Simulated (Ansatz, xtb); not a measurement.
# Two structures of AlClFH2NSi

Structure X is `[F][Al]([Cl])[NH][SiH]`, a singlet and structure Y is a singlet given by its coordinates. Both are isolated molecules in the gas phase, relaxed with B3LYP/6-31G*; the shapes shown needn't be the lowest conformers.

X (Å):

```yaml
atoms:
  - { symbol: Al, position_ang: [-1.6485, -1.2697, -0.4839] }
  - { symbol: Cl, position_ang: [-3.4163, -1.9749, 0.3796] }
  - { symbol: F, position_ang: [-1.6586, 0.1899, -1.2556] }
  - { symbol: N, position_ang: [-0.1016, -2.1853, -0.4254] }
  - { symbol: Si, position_ang: [0.1954, -3.7440, 0.3211] }
  - { symbol: H, position_ang: [0.6820, -1.7245, -0.8869] }
  - { symbol: H, position_ang: [1.6848, -3.7985, -0.0622] }
```

Y (Å):

```xyz
7

Al    0.6298    1.9528   -0.4738
Cl   -1.6005    1.0919   -0.6551
F     1.5367    1.2899   -1.7020
N     0.6061    0.9345    1.1148
Si   -0.8762    0.1709    1.3586
H     0.5545    3.5241   -0.3771
H     1.3705    0.8374    1.7784
```

Close contacts (Å): Al1–Cl2 2.40, Al1–F3 1.66, Al1–N4 1.89, Cl2–Si5 2.33, N4–Si5 1.69, Al1–H6 1.58, N4–H7 1.02.

Which of the two would you expect CCSD(T)/def2-SVP + ΔMP2/def2-TZVPP electronic energies to favour?

Structure Y; the calculation gives E(Y) − E(X) = −29.2 kJ/mol.

How the difference moves with the method:

```json
{"level": "B3LYP/6-31G*", "geometry": "B3LYP/6-31G*", "E(Y) − E(X) (kJ/mol)": "−26.1", "departure from the last row (kJ/mol)": "+3.1", "job, with rough time for the two": "optimisation, 5.2 min"}
{"level": "HF/def2-SVP", "geometry": "B3LYP/6-31G*", "E(Y) − E(X) (kJ/mol)": "−10.2", "departure from the last row (kJ/mol)": "+19.0", "job, with rough time for the two": "part of the CCSD(T) run"}
{"level": "MP2/def2-SVP", "geometry": "B3LYP/6-31G*", "E(Y) − E(X) (kJ/mol)": "−27.3", "departure from the last row (kJ/mol)": "+1.9", "job, with rough time for the two": "part of the CCSD(T) run"}
{"level": "CCSD(T)/def2-SVP", "geometry": "B3LYP/6-31G*", "E(Y) − E(X) (kJ/mol)": "−27.2", "departure from the last row (kJ/mol)": "+2.0", "job, with rough time for the two": "single point"}
{"level": "CCSD(T)/def2-SVP + ΔMP2/def2-TZVPP", "geometry": "B3LYP/6-31G*", "E(Y) − E(X) (kJ/mol)": "−29.2", "departure from the last row (kJ/mol)": "", "job, with rough time for the two": "single point, 71 s"}
```

None of the levels shown reverses the order. The largest departure from CCSD(T)/def2-SVP + ΔMP2/def2-TZVPP is that of HF/def2-SVP, 19.0 kJ/mol. Levels run at GFN2-xTB geometries aren't shown. The last row adds to CCSD(T) the change of the MP2 difference between the two basis sets, here −2.0 kJ/mol.

With harmonic frequencies from B3LYP/6-31G* (ideal gas, rigid rotor, one conformer each, 298.15 K, 1 atm): the zero-point term adds −0.6 kJ/mol; ΔH is −30.7 and ΔG −26.1 kJ/mol.

The correlated steps freeze 17 core orbitals. Mirror images aren't counted in ΔG. Programs: Ansatz 0.2.0; the last row on 1 thread of Intel(R) Xeon(R) Processor @ 2.50GHz (Skylake/Cascade Lake) on a shared host.
